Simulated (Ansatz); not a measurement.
The same path of CH$_{6}$Ge (8 atoms, charge 0, multiplicity 1) was run 3 times with different band settings. Lost on the way: Ge1–C2, Ge1–H6. Made: C2–H6.

Level of theory: RKS PBE/def2-SVP (Ansatz 0.2.0).

Relaxed end points:

```xyz
8
Properties=species:S:1:pos:R:3
Ge 0.402 0.013 0.044
C 0.932 -0.015 1.940
H 0.041 -0.131 2.587
H 1.622 -0.859 2.133
H 1.444 0.929 2.209
H 1.652 0.163 -0.864
H -0.555 1.204 -0.233
H -0.327 -1.304 -0.334
```

```xyz
8
Properties=species:S:1:pos:R:3
Ge 0.174 -0.006 -0.920
C 1.291 0.017 1.801
H 0.216 -0.178 1.953
H 1.891 -0.814 2.215
H 1.573 0.983 2.257
H 1.568 0.086 0.708
H -0.789 1.102 -0.254
H -0.711 -1.190 -0.280
```

Common settings: movable images 7; climbing image yes; spring 5.0 eV/Å²; start path through a guess of the saddle point; force threshold 0.03 eV/Å; iteration limit 60; end points relaxed.

| run | optimiser | largest step |
| --- | --- | --- |
| 1 | quadratic models (default) | default |
| 2 | fire | 0.02 Å |
| 3 | lbfgs | 0.02 Å |

(1) What does each run give, and how far can it be trusted?

Results:

(1) Run 1: converged after 18 iterations, highest image 2.391 eV above the first end. A vibrational analysis at the climbing image gives one clearly imaginary mode, 1071i cm⁻¹: a first-order saddle point.
Run 2: converged after 51 iterations, highest image 2.395 eV above the first end. The order of the stationary point at the top wasn't checked.
Run 3: not converged after 60 iterations, highest image 2.403 eV above the first end. The band didn't meet its force threshold, so its energies are provisional: the largest band force was still 0.08 eV/Å, and over the last iterations the top stayed at 2.40 eV.
The orbitals stay closed-shell, which can raise the energy where a bond breaks towards radicals; this wasn't checked here.
